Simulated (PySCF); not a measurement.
PySCF input (M06-2X/def2-TZVPD):

```python
from pyscf import gto, scf, dft

mol = gto.M(
    atom='''
    Al    0.00000000    0.00000000    0.00000000
    F    -0.00000000   -0.00000000   -1.59181975
    F     0.00000000    0.00000000    1.59181975
    ''',
    basis='def2-tzvpd',
    charge=1,
    spin=0,
    verbose=4,
)

mf = dft.RKS(mol, xc='m062x').density_fit(auxbasis='def2-universal-jkfit')
mf.grids.level = 4
mf.conv_tol = 1e-9
mf.max_cycle = 100
mf.max_memory = 1500
mf.kernel()
if not mf.converged:
    mf = mf.newton()
    mf.kernel(mf.make_rdm1())
mf.analyze()
```

Output:

```
PySCF version 2.14.0

[INPUT] verbose = 4
[INPUT] num. atoms = 3
[INPUT] num. electrons = 30
[INPUT] charge = 1
[INPUT] spin (= nelec alpha-beta = 2S) = 0
[INPUT] symmetry False subgroup None
[INPUT] Mole.unit = angstrom
[INPUT] Symbol           X                Y                Z      unit          X                Y                Z       unit  Magmom
[INPUT]  1 Al     0.000000000000   0.000000000000   0.000000000000 AA    0.000000000000   0.000000000000   0.000000000000 Bohr   0.0
[INPUT]  2 F      0.000000000000   0.000000000000  -1.591819750000 AA    0.000000000000   0.000000000000  -3.008103367174 Bohr   0.0
[INPUT]  3 F      0.000000000000   0.000000000000   1.591819750000 AA    0.000000000000   0.000000000000   3.008103367174 Bohr   0.0

nuclear repulsion = 91.2535130925094
number of shells = 43
number of NR pGTOs = 179
number of NR cGTOs = 123
basis = def2-tzvpd
ecp = {}

******** <class 'pyscf.df.df_jk.DFRKS'> ********
method = DFRKS
initial guess = minao
damping factor = 0
level_shift factor = 0
DIIS = <class 'pyscf.scf.diis.CDIIS'>
diis_start_cycle = 1
diis_space = 8
diis_damp = 0
SCF conv_tol = 1e-09
SCF conv_tol_grad = None
SCF max_cycles = 100
direct_scf = False
XC library pyscf.dft.libxc version 7.1.2
    S. Lehtola, C. Steigemann, M. J. T. Oliveira, and M. A. L. Marques,  SoftwareX 7, 1–5 (2018)
XC functionals = m062x
    Y. Zhao and D. G. Truhlar,  Theor. Chem. Acc. 120, 215 (2008)
    Y. Zhao and D. G. Truhlar,  Theor. Chem. Acc. 120, 215 (2008)
radial grids:
    Treutler-Ahlrichs [JCP 102, 346 (1995); DOI:10.1063/1.469408] (M4) radial grids

becke partition: Becke, JCP 88, 2547 (1988); DOI:10.1063/1.454033
pruning grids: <function nwchem_prune>
grids dens level: 4
symmetrized grids: False
atomic radii adjust function: <function treutler_atomic_radii_adjust>
small_rho_cutoff = 0
Set gradient conv threshold to 3.16228e-05
Initial guess from minao.
tot grids = 86368
******** <class 'pyscf.df.df.DF'> ********
auxbasis = def2-universal-jkfit
init E= -442.241842663644
  HOMO = -0.613739694486568  LUMO = -0.184741497026636  gap/eV = 11.67364
cycle= 1 E= -441.81363145774  delta_E= 0.428  |g|= 0.725  |ddm|= 1.92
  HOMO = -0.691890261224884  LUMO = -0.354547522155656  gap/eV = 9.17956
cycle= 2 E= -441.770074990797  delta_E= 0.0436  |g|= 1.01  |ddm|= 1.62
  HOMO = -0.799704404397541  LUMO = -0.359558123864829  gap/eV = 11.97699
cycle= 3 E= -441.913539502095  delta_E= -0.143  |g|= 0.0421  |ddm|= 0.745
  HOMO = -0.792312156482653  LUMO = -0.350336614025906  gap/eV = 12.02677
cycle= 4 E= -441.913772899531  delta_E= -0.000233  |g|= 0.00961  |ddm|= 0.0666
  HOMO = -0.792927002641527  LUMO = -0.349968187357504  gap/eV = 12.05352
cycle= 5 E= -441.913786969206  delta_E= -1.41e-05  |g|= 0.00124  |ddm|= 0.015
  HOMO = -0.7929195147649  LUMO = -0.349922393028066  gap/eV = 12.05457
cycle= 6 E= -441.913787420165  delta_E= -4.51e-07  |g|= 0.000379  |ddm|= 0.00328
  HOMO = -0.792896019410492  LUMO = -0.349897449272873  gap/eV = 12.05461
cycle= 7 E= -441.913787467428  delta_E= -4.73e-08  |g|= 0.000104  |ddm|= 0.00071
  HOMO = -0.792881843012566  LUMO = -0.349889156436078  gap/eV = 12.05444
cycle= 8 E= -441.913787475064  delta_E= -7.64e-09  |g|= 9.15e-06  |ddm|= 0.000314
  HOMO = -0.792883088323723  LUMO = -0.349889956126269  gap/eV = 12.05446
cycle= 9 E= -441.91378747512  delta_E= -5.62e-11  |g|= 1.66e-06  |ddm|= 2.14e-05
  HOMO = -0.792882597413941  LUMO = -0.349889748881232  gap/eV = 12.05445
Extra cycle  E= -441.913787475121  delta_E= -1.14e-12  |g|= 1.51e-06  |ddm|= 2.34e-06
converged SCF energy = -441.913787475121
**** SCF Summaries ****
Total Energy =                        -441.913787475121126
Nuclear Repulsion Energy =              91.253513092509380
One-electron Energy =                 -789.125129213445234
Two-electron Energy =                  255.957828645814772
Two-electron Coulomb Energy =          295.330637093719645
DFT Exchange-Correlation Energy =      -39.372808447904873
HOMO-LUMO gap [eV] =                    12.054449405522950
**** MO energy ****
MO #1   energy= -57.241853556078   occ= 2
MO #2   energy= -25.5093987962834  occ= 2
MO #3   energy= -25.5093902294506  occ= 2
MO #4   energy= -4.7682075301279   occ= 2
MO #5   energy= -3.2747020958914   occ= 2
MO #6   energy= -3.27470209589137  occ= 2
MO #7   energy= -3.26858564572189  occ= 2
MO #8   energy= -1.59199407874397  occ= 2
MO #9   energy= -1.58333903315929  occ= 2
MO #10  energy= -0.859782612949539 occ= 2
MO #11  energy= -0.824636313753313 occ= 2
MO #12  energy= -0.799656264609128 occ= 2
MO #13  energy= -0.799656264609088 occ= 2
MO #14  energy= -0.792882597413958 occ= 2
MO #15  energy= -0.792882597413941 occ= 2
MO #16  energy= -0.349889748881232 occ= 0
MO #17  energy= -0.24201850860651  occ= 0
MO #18  energy= -0.242018508606495 occ= 0
MO #19  energy= -0.11825504628962  occ= 0
MO #20  energy= -0.114288417077329 occ= 0
MO #21  energy= -0.106184779735483 occ= 0
MO #22  energy= -0.106184722798604 occ= 0
MO #23  energy= -0.0647570759418633 occ= 0
MO #24  energy= -0.0647570759418025 occ= 0
MO #25  energy= -0.0533362787339322 occ= 0
MO #26  energy= -0.0380221964578715 occ= 0
MO #27  energy= -0.0380221964578206 occ= 0
MO #28  energy= 0.00395540005438805 occ= 0
MO #29  energy= 0.0408007616709015 occ= 0
MO #30  energy= 0.0408008855214479 occ= 0
MO #31  energy= 0.0482137670673462 occ= 0
MO #32  energy= 0.0560561955926994 occ= 0
MO #33  energy= 0.0560561955927461 occ= 0
MO #34  energy= 0.0928540033841898 occ= 0
MO #35  energy= 0.0928540033842967 occ= 0
MO #36  energy= 0.106393041506185  occ= 0
MO #37  energy= 0.127658445777548  occ= 0
MO #38  energy= 0.127658445777619  occ= 0
MO #39  energy= 0.129501727581356  occ= 0
MO #40  energy= 0.182332108918958  occ= 0
MO #41  energy= 0.26608107169529   occ= 0
MO #42  energy= 0.266081545872001  occ= 0
MO #43  energy= 0.312074699579666  occ= 0
MO #44  energy= 0.398488610514005  occ= 0
MO #45  energy= 0.416872890281923  occ= 0
MO #46  energy= 0.41687308731912   occ= 0
MO #47  energy= 0.431395649395702  occ= 0
MO #48  energy= 0.431395649395828  occ= 0
MO #49  energy= 0.476235978087121  occ= 0
MO #50  energy= 0.486984042863928  occ= 0
MO #51  energy= 0.486984042863978  occ= 0
MO #52  energy= 0.512839989623062  occ= 0
MO #53  energy= 0.512839989623167  occ= 0
MO #54  energy= 0.528899904373337  occ= 0
MO #55  energy= 0.528900447643726  occ= 0
MO #56  energy= 0.552256760105797  occ= 0
MO #57  energy= 0.622091984276657  occ= 0
MO #58  energy= 0.622091984276679  occ= 0
MO #59  energy= 0.651068283294744  occ= 0
MO #60  energy= 0.651068283294775  occ= 0
MO #61  energy= 0.745169020495617  occ= 0
MO #62  energy= 0.745169029620099  occ= 0
MO #63  energy= 0.756533706318195  occ= 0
MO #64  energy= 0.838281954646835  occ= 0
MO #65  energy= 0.838281954646853  occ= 0
MO #66  energy= 0.875753046135586  occ= 0
MO #67  energy= 0.954497750635504  occ= 0
MO #68  energy= 1.02412714470217   occ= 0
MO #69  energy= 1.03572469514697   occ= 0
MO #70  energy= 1.03572469514702   occ= 0
MO #71  energy= 1.22140775253403   occ= 0
MO #72  energy= 1.34915680499162   occ= 0
MO #73  energy= 1.84201202574233   occ= 0
MO #74  energy= 1.84201202574234   occ= 0
MO #75  energy= 2.02781298951185   occ= 0
MO #76  energy= 2.02782766956864   occ= 0
MO #77  energy= 2.06956391961256   occ= 0
MO #78  energy= 2.06957943637732   occ= 0
MO #79  energy= 2.19347377938277   occ= 0
MO #80  energy= 2.1934737793828    occ= 0
MO #81  energy= 2.38902169805566   occ= 0
MO #82  energy= 2.5138303097984    occ= 0
MO #83  energy= 2.51383030979847   occ= 0
MO #84  energy= 2.6855498453197    occ= 0
MO #85  energy= 2.73431991540974   occ= 0
MO #86  energy= 3.19915842942415   occ= 0
MO #87  energy= 3.19915842942419   occ= 0
MO #88  energy= 3.35330760948965   occ= 0
MO #89  energy= 3.35330760948967   occ= 0
MO #90  energy= 3.73661067368552   occ= 0
MO #91  energy= 3.80100096802901   occ= 0
MO #92  energy= 3.97597151424508   occ= 0
MO #93  energy= 4.19984357301615   occ= 0
MO #94  energy= 6.62883965563002   occ= 0
MO #95  energy= 6.62894972775187   occ= 0
MO #96  energy= 6.64747932692038   occ= 0
MO #97  energy= 6.6474793269204    occ= 0
MO #98  energy= 6.65214779279686   occ= 0
MO #99  energy= 6.65214779279691   occ= 0
MO #100 energy= 6.68406799579714   occ= 0
MO #101 energy= 6.68417983043466   occ= 0
MO #102 energy= 6.70309263649363   occ= 0
MO #103 energy= 6.70430471431385   occ= 0
MO #104 energy= 6.70430471431386   occ= 0
MO #105 energy= 6.70781872137287   occ= 0
MO #106 energy= 6.70781872137291   occ= 0
MO #107 energy= 6.75383244402734   occ= 0
MO #108 energy= 7.27091846747053   occ= 0
MO #109 energy= 8.18692334380532   occ= 0
MO #110 energy= 8.18712140272652   occ= 0
MO #111 energy= 8.21237659339555   occ= 0
MO #112 energy= 8.21257739012816   occ= 0
MO #113 energy= 8.29535962779248   occ= 0
MO #114 energy= 8.29535962779249   occ= 0
MO #115 energy= 8.45541428573186   occ= 0
MO #116 energy= 8.4554142857319    occ= 0
MO #117 energy= 8.48579969566086   occ= 0
MO #118 energy= 8.78794018108483   occ= 0
MO #119 energy= 9.11551391745996   occ= 0
MO #120 energy= 9.11551391745997   occ= 0
MO #121 energy= 10.1613532647453   occ= 0
MO #122 energy= 56.9820433223122   occ= 0
MO #123 energy= 57.2189926743829   occ= 0
 ** Mulliken pop on meta-lowdin orthogonal AOs  **
 ** Mulliken pop  **
pop of  0 Al 1s           1.99995
pop of  0 Al 2s           1.99884
pop of  0 Al 3s           0.33712
pop of  0 Al 4s           0.00871
pop of  0 Al 5s           0.00023
pop of  0 Al 6s           0.00034
pop of  0 Al 2px          1.99990
pop of  0 Al 2py          1.99990
pop of  0 Al 2pz          1.99993
pop of  0 Al 3px          0.15867
pop of  0 Al 3py          0.15867
pop of  0 Al 3pz          0.34285
pop of  0 Al 4px          0.00754
pop of  0 Al 4py          0.00754
pop of  0 Al 4pz          0.01215
pop of  0 Al 5px          0.00117
pop of  0 Al 5py          0.00117
pop of  0 Al 5pz          0.00002
pop of  0 Al 6px          0.00009
pop of  0 Al 6py          0.00009
pop of  0 Al 6pz          0.00219
pop of  0 Al 3dxy         0.00000
pop of  0 Al 3dyz         0.01050
pop of  0 Al 3dz^2        0.00511
pop of  0 Al 3dxz         0.01050
pop of  0 Al 3dx2-y2      0.00000
pop of  0 Al 4dxy         0.00000
pop of  0 Al 4dyz         0.00217
pop of  0 Al 4dz^2        0.00111
pop of  0 Al 4dxz         0.00217
pop of  0 Al 4dx2-y2      0.00000
pop of  0 Al 5dxy         0.00000
pop of  0 Al 5dyz         0.00488
pop of  0 Al 5dz^2        0.00111
pop of  0 Al 5dxz         0.00488
pop of  0 Al 5dx2-y2      0.00000
pop of  0 Al 4f-3         0.00000
pop of  0 Al 4f-2         0.00000
pop of  0 Al 4f-1         0.00288
pop of  0 Al 4f+0         0.00049
pop of  0 Al 4f+1         0.00288
pop of  0 Al 4f+2         0.00000
pop of  0 Al 4f+3         0.00000
pop of  1 F 1s            1.99999
pop of  1 F 2s            1.82246
pop of  1 F 3s            0.00053
pop of  1 F 4s            0.00043
pop of  1 F 5s            0.00063
pop of  1 F 6s            0.00045
pop of  1 F 2px           1.89562
pop of  1 F 2py           1.89562
pop of  1 F 2pz           1.80819
pop of  1 F 3px           0.00167
pop of  1 F 3py           0.00167
pop of  1 F 3pz           0.00033
pop of  1 F 4px           0.00165
pop of  1 F 4py           0.00165
pop of  1 F 4pz           0.00189
pop of  1 F 5px           0.00122
pop of  1 F 5py           0.00122
pop of  1 F 5pz           0.00039
pop of  1 F 3dxy          0.00000
pop of  1 F 3dyz          0.00391
pop of  1 F 3dz^2         0.00667
pop of  1 F 3dxz          0.00391
pop of  1 F 3dx2-y2       0.00000
pop of  1 F 4dxy          0.00000
pop of  1 F 4dyz          0.00162
pop of  1 F 4dz^2         0.00251
pop of  1 F 4dxz          0.00162
pop of  1 F 4dx2-y2       0.00000
pop of  1 F 5dxy          0.00000
pop of  1 F 5dyz          0.00035
pop of  1 F 5dz^2         0.00032
pop of  1 F 5dxz          0.00035
pop of  1 F 5dx2-y2       0.00000
pop of  1 F 4f-3          0.00000
pop of  1 F 4f-2          0.00000
pop of  1 F 4f-1          0.00008
pop of  1 F 4f+0          0.00014
pop of  1 F 4f+1          0.00008
pop of  1 F 4f+2          0.00000
pop of  1 F 4f+3          0.00000
pop of  2 F 1s            1.99999
pop of  2 F 2s            1.82246
pop of  2 F 3s            0.00053
pop of  2 F 4s            0.00043
pop of  2 F 5s            0.00063
pop of  2 F 6s            0.00045
pop of  2 F 2px           1.89562
pop of  2 F 2py           1.89562
pop of  2 F 2pz           1.80819
pop of  2 F 3px           0.00167
pop of  2 F 3py           0.00167
pop of  2 F 3pz           0.00033
pop of  2 F 4px           0.00165
pop of  2 F 4py           0.00165
pop of  2 F 4pz           0.00189
pop of  2 F 5px           0.00122
pop of  2 F 5py           0.00122
pop of  2 F 5pz           0.00039
pop of  2 F 3dxy          0.00000
pop of  2 F 3dyz          0.00391
pop of  2 F 3dz^2         0.00667
pop of  2 F 3dxz          0.00391
pop of  2 F 3dx2-y2       0.00000
pop of  2 F 4dxy          0.00000
pop of  2 F 4dyz          0.00162
pop of  2 F 4dz^2         0.00251
pop of  2 F 4dxz          0.00162
pop of  2 F 4dx2-y2       0.00000
pop of  2 F 5dxy          0.00000
pop of  2 F 5dyz          0.00035
pop of  2 F 5dz^2         0.00032
pop of  2 F 5dxz          0.00035
pop of  2 F 5dx2-y2       0.00000
pop of  2 F 4f-3          0.00000
pop of  2 F 4f-2          0.00000
pop of  2 F 4f-1          0.00008
pop of  2 F 4f+0          0.00014
pop of  2 F 4f+1          0.00008
pop of  2 F 4f+2          0.00000
pop of  2 F 4f+3          0.00000
 ** Mulliken atomic charges  **
charge of    0Al =      1.91427
charge of    1F =     -0.45713
charge of    2F =     -0.45713

WARN: System has nonzero charge 1; the dipole moment is origin-dependent.
Location of origin: [0. 0. 0.]

Dipole moment(X, Y, Z, Debye):  0.00000, -0.00000, -0.00000
```

It need not be the lowest isomer of its formula.
